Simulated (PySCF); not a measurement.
# B²⁺ (boron, charge +2): UHF calculation

Configuration: [He] 2s1, 2S determinant. All numbers are calculated (PySCF 2.14, scalar relativity by spin-free X2C-1e, in x2c-QZVPPall with one added diffuse shell each of s, p, d, f type (8s5p4d3f1g, 73 functions)).

* Total energy: -23.382637 hartree
* One-electron energy: -27.7557 hartree
* Hartree (Coulomb) energy: 7.6059 hartree
* Exchange energy: -3.2328 hartree
* ⟨S²⟩: 0.7500
* ⟨L²⟩: 0.000
* Sum of ⟨r⟩: 2.286 bohr
* Sum of ⟨r²⟩: 3.412 bohr²
* Langevin diamagnetic susceptibility: -2.70 ×10⁻⁶ cm³/mol

```
shell  electrons  mean orbital energy (hartree)  rms radius, mean of both spins (bohr)
 1s α          1                       -8.84176                                  0.377
 1s β          1                       -8.77744                                  0.377
 2s α          1                       -1.39036                                   1.77
```
